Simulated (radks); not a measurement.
The numbers below are computed, except where a source is named.
All-electron atom: Li- in [He] 2s2. Level of theory: scalar-relativistic Kohn-Sham, LDA (Slater exchange, Perdew-Wang correlation), spin-polarised, spherical densities, finite nucleus; Fermi nuclear charge, rms radius 2.444 fm; Watson sphere of charge +1 and radius 3.59 bohr (a radial shooting solver on a logarithmic mesh with Libxc functionals).

X-ray form factor f0, the Fourier transform of the density (f0(0) = 4):

sin(theta)/lambda (1/angstrom)  f0 (electrons)
0.05                                     3.449
0.1                                      2.503
0.15                                     1.929
0.2                                      1.699
0.25                                     1.588
0.3                                      1.487
0.4                                      1.253
0.5                                      1.017
0.6                                      0.810
0.8                                      0.504
1                                        0.315
1.25                                     0.181
1.5                                      0.109
2                                        0.044
